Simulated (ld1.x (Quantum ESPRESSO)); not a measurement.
## Configuration tests for germanium (Ge) (TM)

| Quantity | Value |
| --- | --- |
| Element | germanium (Ge) |
| Generator | ld1.x (Quantum ESPRESSO) 7.5 |
| Type | norm-conserving Troullier–Martins (Kleinman–Bylander form) |
| Functional | PBE |
| Relativity | fully relativistic |
| Frozen core | [Ar] 3d10 |
| Valence charge | 4 |
| Reference configuration | 4s1.75 4p2.25 |
| Partial waves | 4p (bound): rc 2.05 bohr; 4s (bound): rc 1.45 bohr |
| Local potential | the s channel |
| Core correction | none |

Open shells are filled in proportion to 2j + 1 (rel_dist='average').

Energies are relative to the spin-unpolarised reference configuration 4s1.75 4p2.25; without spin polarisation the order of configurations can differ from experiment. The frozen-core shift is the all-electron ΔE with the core orbitals held at their reference shape minus the fully relaxed ΔE.

```json
{"valence configuration": "4s2 4p1", "charge": "+1", "ΔE all-electron (eV)": "5.479", "error AE − PS (meV)": "+0.6", "frozen-core shift (meV)": "+3.1"}
{"valence configuration": "4s2 4p0", "charge": "+2", "ΔE all-electron (eV)": "20.921", "error AE − PS (meV)": "+4.1", "frozen-core shift (meV)": "+44"}
{"valence configuration": "4s0 4p4", "charge": "0", "ΔE all-electron (eV)": "14.222", "error AE − PS (meV)": "+39", "frozen-core shift (meV)": "+35"}
{"valence configuration": "4s1 4p2", "charge": "+1", "ΔE all-electron (eV)": "14.192", "error AE − PS (meV)": "+1.2", "frozen-core shift (meV)": "+23"}
{"valence configuration": "4s1 4p0", "charge": "+3", "ΔE all-electron (eV)": "55.712", "error AE − PS (meV)": "+87", "frozen-core shift (meV)": "+297"}
{"valence configuration": "4s2 4p2.3", "charge": "-0.3", "ΔE all-electron (eV)": "-2.851", "error AE − PS (meV)": "+0.1", "frozen-core shift (meV)": "+1.2"}
```

Task: What are ΔE and the potential's error for 4s2 4p2?

Result: ΔE = -1.967 eV all-electron; the error (AE − PS) is +0.7 meV.
